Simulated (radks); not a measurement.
Results of a calculation; reference values are marked as such.
Ionisation of the lanthanum ion La+, [Xe] 5d2, to [Xe] 5d1 as the strength of local exchange is varied. Code: a radial shooting solver on a logarithmic mesh with Libxc functionals. Model: Dirac Kohn-Sham, Slater X-alpha exchange (alpha = 2/3 is LDA exchange), no correlation, spin-unpolarised, spherical densities, finite nucleus; open shells fill j = l - 1/2 first; Fermi nuclear charge, rms radius 4.855 fm.

alpha,E(La+) (hartree),exchange (hartree),IE (eV),-e of the level emptied (eV),<r> of it (bohr)
0.553,-8452.3817,-158.5246,8.991,5.599 (5d3/2),3.135
0.564,-8455.5356,-161.7354,9.081,5.672 (5d3/2),3.117
0.62,-8471.6089,-178.1157,9.553,6.055 (5d3/2),3.030
0.667,-8485.1214,-191.9083,9.963,6.392 (5d3/2),2.961
0.855,-8539.3760,-247.4862,11.737,7.888 (5d3/2),2.721
0.938,-8563.4328,-272.2304,12.586,8.624 (5d3/2),2.631
0.996,-8580.2814,-289.5967,13.204,9.165 (5d3/2),2.573

NIST Atomic Spectra Database: 11.185 eV (measured). The Delta-SCF value meets it near alpha = 0.80. Spin polarisation and multiplet splitting are left out, so open shells lie too high by an amount that depends on their filling.

Beside tabulated values, note that spin-unpolarised runs miss the spin-polarisation part of the exchange energy of open shells.
